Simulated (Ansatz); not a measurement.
`O[Si]1([SiH3])[SiH2][SiH2]1`, charge 0, multiplicity 1.

(1) Give a relaxed structure at PBE0-D4/def2-TZVP (Ansatz 0.2.0). (An estimate is asked.)

## Answers

(1) The calculation gave: 
```xyz
13

O    -0.883    1.743    1.500
Si   -0.277    0.583    0.491
Si    1.776    1.203   -0.405
Si   -0.244   -1.727    0.711
Si   -1.343   -0.718   -1.107
H    -1.733    1.568    1.908
H     2.201    0.077   -1.281
H     2.801    1.407    0.653
H     1.671    2.440   -1.223
H    -1.270   -2.386    1.563
H     1.026   -2.498    0.691
H    -0.924   -0.711   -2.533
H    -2.801   -0.980   -0.968
```
Point group Cs.
This is one stationary point; other conformers may exist.
